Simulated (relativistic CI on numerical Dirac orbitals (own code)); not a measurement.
**d3 in a ligand field**

Computed with a parametric ligand-field model of a d^n configuration (Racah B and C, spin-orbit zeta, crystal field), exact diagonalisation.

Field parameters in Wybourne normalisation: D3d B²₀ = −7Dσ, B⁴₀ = −14Dq − 21Dτ, B⁴₃ = −14√(10/7) Dq; D4h B²₀ = −7Ds, B⁴₀ = 21(Dq − Dt), B⁴₄ = 21√(5/14) Dq; Td as Oh with Dq negative (B⁴₀ = 21Dq, B⁴₄ = √(5/14) B⁴₀). The field is a parameter set, without covalency.

(1) Ground term and bands for B = 870, C = 3830, ζ = 0 cm⁻¹, D3d, 10Dq = 24150, Dσ = 1200, Dτ = -260 cm⁻¹?

(2) Ground term and bands for B = 580, C = 2260, ζ = 0 cm⁻¹, Td, 10Dq = -1800 cm⁻¹?

(3) A d3 ion in Td symmetry has the ground term 4T1 and bands at 2E 3786 cm⁻¹ (2641 nm), 4T2 6241 cm⁻¹ (1602 nm), 2T1 9657 cm⁻¹ (1036 nm), 2T2 9939 cm⁻¹ (1006 nm), 4A2 13291 cm⁻¹ (752 nm), 4T1 13832 cm⁻¹ (723 nm). Which parameters reproduce them?

(4) Ground term and bands for B = 950, C = 4490, ζ = 0 cm⁻¹, Td, 10Dq = -6450 cm⁻¹?

(5) Ground term and bands for B = 1000, C = 3780, ζ = 0 cm⁻¹, D4h, 10Dq = 11200, Ds = -1500, Dt = -530 cm⁻¹?

## Answers

(1) Ground term 4A2 with 0.01 electrons in the two orbitals of the cubic e set. Spin-allowed: 4A1 22838 cm⁻¹ (438 nm), 4E 23640 cm⁻¹ (423 nm), 4E 31642 cm⁻¹ (316 nm), 4A2 33340 cm⁻¹ (300 nm). Lowest spin-forbidden: 2E 17838 cm⁻¹ (561 nm), 2A2 18190 cm⁻¹ (550 nm), 2E 19009 cm⁻¹ (526 nm).

(2) Ground term 4T1 with 1.86 electrons in the two orbitals of the cubic e set. Spin-allowed: 4T2 1493 cm⁻¹, 4A2 3293 cm⁻¹ (3037 nm), 4T1 9885 cm⁻¹ (1012 nm). Lowest spin-forbidden: 2E 8742 cm⁻¹ (1144 nm), 2T2 9669 cm⁻¹ (1034 nm), 2T1 9787 cm⁻¹ (1022 nm).

(3) B = 560, C = 2250, ζ = 0 cm⁻¹, Td, 10Dq = -7050 cm⁻¹.

(4) Ground term 4T1 with 1.90 electrons in the two orbitals of the cubic e set. Spin-allowed: 4T2 5520 cm⁻¹ (1812 nm), 4A2 11970 cm⁻¹ (835 nm), 4T1 18840 cm⁻¹ (531 nm). Lowest spin-forbidden: 2E 13881 cm⁻¹ (720 nm), 2T1 18557 cm⁻¹ (539 nm), 2T2 18768 cm⁻¹ (533 nm).

(5) Ground term 4B1 with 0.00 electrons in the two orbitals of the cubic e set. Spin-allowed: 4B2 11200 cm⁻¹ (893 nm), 4E 13981 cm⁻¹ (715 nm), 4E 22152 cm⁻¹ (451 nm), 4A2 25053 cm⁻¹ (399 nm). Lowest spin-forbidden: 2B1 18019 cm⁻¹ (555 nm), 2A1 18390 cm⁻¹ (544 nm), 2E 18984 cm⁻¹ (527 nm).
